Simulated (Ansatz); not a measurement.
Relaxation of CH3BClF (7 atoms, charge 0, multiplicity 1), to a largest force component of 0.02 eV/Å in at most 40 steps.

These are results of RKS B3LYP-D4/def2-SVP in Ansatz 0.2.0, not measurements.

```xyz
7
Properties=species:S:1:pos:R:3:forces:R:3
B 0.000 0.000 0.000 -0.08 -0.03 -1.09
F 0.000 0.000 1.320 -0.45 -0.02 -0.29
C 1.386 0.000 -0.800 -0.86 0.39 0.28
H 1.715 -1.046 -0.970 -0.01 0.24 -0.01
H 1.249 0.508 -1.777 0.18 -0.29 0.22
H 2.155 0.538 -0.208 -0.10 -0.26 -0.17
Cl -1.611 0.000 -0.930 1.32 -0.02 1.06
```

Where does it end, and by what steps?

The run converged. After 6 steps the energy has fallen by 0.131 eV; Cl7 moved furthest, 0.09 Å.

```json
{"step": "0", "energy less start (eV)": "0.0000", "largest force component (eV/Å)": "1.317", "accepted": "yes"}
{"step": "1", "energy less start (eV)": "-0.1050", "largest force component (eV/Å)": "0.712", "accepted": "yes"}
{"step": "2", "energy less start (eV)": "-0.1026", "largest force component (eV/Å)": "0.786", "accepted": "no"}
{"step": "3", "energy less start (eV)": "-0.1283", "largest force component (eV/Å)": "0.150", "accepted": "yes"}
{"step": "4", "energy less start (eV)": "-0.1199", "largest force component (eV/Å)": "0.697", "accepted": "no"}
{"step": "5", "energy less start (eV)": "-0.1306", "largest force component (eV/Å)": "0.043", "accepted": "yes"}
{"step": "6", "energy less start (eV)": "-0.1308", "largest force component (eV/Å)": "0.015", "accepted": "yes"}
```

```xyz
7
Properties=species:S:1:pos:R:3
B 0.003 0.012 -0.034
F -0.034 -0.019 1.289
C 1.362 0.030 -0.800
H 1.680 -1.019 -0.954
H 1.292 0.493 -1.794
H 2.154 0.520 -0.212
Cl -1.562 -0.017 -0.861
```

Whether the end is a true minimum wasn't checked by a vibrational analysis.

The run took 15 s on 1 thread of Intel(R) Xeon(R) 6975P-C (Granite Rapids), with other jobs on the host, peak memory 0.15 GiB.
